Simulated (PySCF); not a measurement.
Species: CH4F2Ge.
SMILES: `F[CH](F)[GeH3]`

The closed-shell ground state was solved at several levels (PySCF, density fitting, gas phase). Isolated species at its PBE0-D3(BJ)/def2-SVP geometry, gas phase. The calculation is non-relativistic and has no spin–orbit coupling, an omission that weighs most on germanium.

| level | basis functions | HOMO (eV) | LUMO (eV) | gap (eV) | dipole (D) |
| --- | --- | --- | --- | --- | --- |
| PBE0/pcSseg-1 | 112 | -8.50 | 0.72 | 9.22 | 1.84 |
| PBE/pcSseg-2 | 227 | -7.06 | -0.46 | 6.60 | 1.63 |
| CAM-B3LYP/def2-SVPD | 136 | -10.06 | 0.87 | 10.93 | 1.99 |

Question: What might B3LYP/pcJ-1 (pcSseg-1 on Ge) (162 basis functions) give for the same quantities?

Answer: HOMO -8.28 eV, LUMO 0.47 eV, gap 8.75 eV, dipole 1.82 D.

Question: Over all these levels, which gives the widest orbital gap and which the narrowest?

Answer: CAM-B3LYP/def2-SVPD (range-separated hybrid) has the widest, 10.93 eV, and PBE/pcSseg-2 (GGA) the narrowest, 6.60 eV. Functional and basis both differ between the two, so the spread mixes both effects.

Question: How far do the dipole and the HOMO energy spread over the levels?

Answer: The dipole runs from 1.63 to 1.99 D (mean 1.82 D) and the HOMO from -10.06 to -7.06 eV.
